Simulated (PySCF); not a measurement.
1-chloro-4,4,4-trifluorobuta-1,2-diene (C₄H₂ClF₃), SMILES FC(F)(F)C=C=CCl. Coordinates come from a PBE-D3(BJ)/def2-SVP optimisation.

Computed equilibrium geometry at PBE-D3(BJ)/def2-SVP (PySCF confirms it by a frequency run) as Cartesian coordinates in Å:
```xyz
10

F     -2.5059    -0.3564     0.4419
C     -1.6346     0.3097    -0.3529
F     -2.3280     0.7301    -1.4391
F     -1.2059     1.3964     0.3144
C     -0.5036    -0.5985    -0.7711
C      0.7624    -0.3476    -0.5110
C      2.0295    -0.0892    -0.2684
Cl     2.8586    -0.6214     1.1678
H     -0.8182    -1.5040    -1.3211
H      2.6574     0.4905    -0.9650
```
Charge 0, spin multiplicity 1.
